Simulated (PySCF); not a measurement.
**Cadmium: a sound run and one with changed settings**

Sound run: Cd⁺ [Kr] 4d10 5s1, Cd²⁺ [Kr] 4d10. Calculation: PySCF 2.14, in def2-SVP with the def2 core potential (28 electrons) (5s3p2d1f, 31 functions); scalar relativity through the core potential. The sound run starts from symmetry-adapted Hartree-Fock orbitals and uses a fine grid where one is needed.

Changed run: basis STO-3G, all-electron and non-relativistic. This setting is unsound on purpose.

```tsv
species	method	sound run (hartree)	changed run (hartree)	converged
Cd⁺	UHF	-166.57699	-5411.42102	yes
Cd⁺	BP86	-167.51480	-5413.64323	yes
Cd⁺	PBE	-167.41252	-5412.67292	yes
Cd²⁺	UHF	-166.00413	-5410.97188	yes
Cd²⁺	BP86	-166.86871	-5413.15536	yes
Cd²⁺	PBE	-166.77167	-5412.17915	yes
```

Ionisation energy of Cd⁺:

```json
{"method": "UHF", "sound run (eV)": "15.588", "changed run (eV)": "12.222"}
{"method": "BP86", "sound run (eV)": "17.581", "changed run (eV)": "13.276"}
{"method": "PBE", "sound run (eV)": "17.438", "changed run (eV)": "13.436"}
```

A minimal basis cannot let orbitals breathe on ionisation and holds almost no correlation. The Hamiltonian changed with the basis, so the totals do not compare.

For comparison, NIST gives 16.908 eV between the lowest levels.
